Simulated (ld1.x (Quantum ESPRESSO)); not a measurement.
## Reading a pseudo-wave (C (Z = 6))

Columns: radius, all-electron u(r) and pseudo u(r) of the 2p shell (level -5.29 eV) of carbon in the configuration [He] 2s2 2p2; PBE, scalar-relativistic, TM scheme, ld1.x (Quantum ESPRESSO) 7.5.

```tsv
r (bohr)	all-electron	pseudo
0.135	0.0783	0.0245
0.270	0.2216	0.0945
0.405	0.3637	0.2006
0.540	0.4823	0.3282
0.675	0.5734	0.4604
0.810	0.6391	0.5805
0.945	0.6812	0.6755
1.080	0.7031	0.7380
1.215	0.7088	0.7671
1.350	0.7021	0.7670
1.485	0.6862	0.7452
1.620	0.6638	0.7098
1.755	0.6369	0.6682
1.890	0.6072	0.6256
2.025	0.5758	0.5849
2.160	0.5438	0.5473
2.295	0.5119	0.5128
2.430	0.4804	0.4805
2.565	0.4499	0.4499
2.700	0.4205	0.4205
2.835	0.3924	0.3924
2.970	0.3657	0.3657
3.105	0.3404	0.3404
3.240	0.3166	0.3166
3.375	0.2942	0.2942
3.510	0.2732	0.2732
```

Problem. How many radial nodes do the two functions have?

Solution. The all-electron 2p function has n − l − 1 = 0; the pseudo-wave has 0.

Problem. At about which radius was the pseudo-wave matched?

Solution. 2.70 bohr. The columns agree to 0.0005 from 2.43 bohr on; several derivatives are matched, so the curves merge somewhat inside the radius.

Problem. Is the pseudo-wave norm-conserving?

Solution. Yes: the TM scheme keeps the norm inside the radius equal to the all-electron one, which fixes the energy derivative of the logarithmic derivative at the level.
